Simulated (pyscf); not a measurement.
# `[F][WH3]([F])[F]`, singlet

Gas-phase minimum from PySCF at ωB97X-D3(BJ)/def2-SVP, one conformer. 

```
W
F 1 1.8727
F 1 1.8727 2 115.29
F 1 1.8731 2 115.38 3 138.54
H 1 1.6580 2 138.64 3 -110.71
H 1 1.6580 5 61.25 4 -86.26
H 1 1.6583 5 61.26 6 -71.07
```

Properties at ωB97X-D3(BJ)/def2-SVP:

- Harmonic wavenumbers, unscaled = 158, 158, 241, 373, 670, 670, 696, 746, 746, 1094, 1095, 1137, 2184, 2185, 2225 cm⁻¹
- Zero-point energy = 20.6 kcal/mol
- Rotational symmetry number = 3
- Entropy of this conformer at 298 K and 1 atm, rigid rotor and harmonic oscillator, modes under 100 cm⁻¹ raised to 100 = 318.2 J/(mol K)
- Dipole moment = 1.19 D

Single-point totals, which compare only within one level:

```json
[
 {"level": "ωB97X-D3(BJ)/def2-TZVP", "total energy (hartree)": "-368.68588"},
 {"level": "PBE/def2-TZVP", "total energy (hartree)": "-368.41027"},
 {"level": "r²SCAN/def2-TZVP", "total energy (hartree)": "-368.56562"},
 {"level": "B3LYP-D3(BJ)/def2-TZVP", "total energy (hartree)": "-368.67931"},
 {"level": "PBE0-D3(BJ)/def2-TZVP", "total energy (hartree)": "-368.34181"},
 {"level": "M06-2X/def2-TZVP", "total energy (hartree)": "-368.39794"},
 {"level": "ωB97M-D3(BJ)/def2-TZVP", "total energy (hartree)": "-368.63661"}
]
```

Elements past Kr carry the def2 core potentials, without spin-orbit coupling.
